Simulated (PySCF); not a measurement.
F4Sb, charge +1, singlet, at a GFN2-xTB geometry (all electrons, no relativity). Base run: MN15/STO-3G (PySCF).

Geometry (Å):
```xyz
5

Sb     0.0000     0.0000     0.0000
F      1.7872    -0.3036    -0.6279
F     -0.0816     0.8102     1.7370
F     -0.7351     1.1280    -1.3666
F     -0.9705    -1.6347     0.2575
```
Charge +1, spin multiplicity 1.
All else is at PySCF's defaults.
Base energy -6641.21280 Eh.

Variants of this job, named by their change:

| change | ΔE vs base (mEh) | grid points | electrons on the grid | outcome |
|---|---|---|---|---|
| base | 0.000 | 79008 | 85.99999 | converged |
| grids.radi_method = delley | -0.039 | 81912 | 85.99999 | converged |
| grids.radi_method = mura_knowles | -0.014 | 74392 | 85.99999 | converged |
| grids.level = 1 | -1.226 | 29232 | 86.00028 | converged |
| grids.level = 0 | 234.2 | 7176 | 86.03062 | converged |
| grids.atom_grid = (99, 590) | 0.092 | 156488 | 86.00001 | converged |
| grids.level = 5 | 0.013 | 222520 | 86.00000 | converged |
| small_rho_cutoff = 0 | 0.000 | 79008 | 85.99999 | converged |
| grids.becke_scheme = stratmann | 0.033 | 79008 | 85.99998 | converged |
| grids.level = 2 | 0.205 | 60464 | 86.00021 | converged |
| grids.prune = dft.gen_grid.sg1_prune | - | - | - | input refused |

- grids.prune = dft.gen_grid.sg1_prune: ended with `IndexError: index 51 is out of bounds for axis 0 with size 19`
